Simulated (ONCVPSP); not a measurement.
Reading a pseudo-wave (Ag)

Columns: radius, all-electron u(r) and pseudo u(r) of the 4d shell (level -8.20 eV) of silver in the configuration [Ar] 3d10 4s2 4p6 4d10 5s0.75 5p0.25; LDA (Perdew-Wang 92), scalar-relativistic, ONCV scheme, ONCVPSP 4.0.1.

```
r (bohr)  all-electron  pseudo
   0.090       -0.1811  0.0035
   0.180       -0.4243  0.0266
   0.270       -0.4130  0.0826
   0.360       -0.2114  0.1753
   0.450        0.0595  0.2997
   0.540        0.3212  0.4442
   0.630        0.5373  0.5925
   0.720        0.6968  0.7257
   0.810        0.8026  0.8265
   0.900        0.8636  0.8850
   0.990        0.8897  0.9034
   1.080        0.8904  0.8946
   1.170        0.8734  0.8734
   1.260        0.8445  0.8445
   1.350        0.8083  0.8083
   1.440        0.7679  0.7678
   1.530        0.7255  0.7254
   1.620        0.6825  0.6825
   1.710        0.6402  0.6401
   1.800        0.5991  0.5990
   1.890        0.5596  0.5595
   1.980        0.5221  0.5220
   2.070        0.4866  0.4865
   2.160        0.4532  0.4531
   2.250        0.4218  0.4217
   2.340        0.3925  0.3924
```

(1) How many radial nodes do the two functions have?

(2) At about which radius was the pseudo-wave matched?

(3) Is the pseudo-wave norm-conserving?

Answers

(1) The all-electron 4d function has n − l − 1 = 1; the pseudo-wave has 0, since the states of the same l below it are removed with the core.

(2) 1.20 bohr, where the columns begin to agree (steps of 0.09 bohr).

(3) Yes: the ONCV scheme keeps the norm inside the radius equal to the all-electron one, which fixes the energy derivative of the logarithmic derivative at the level.
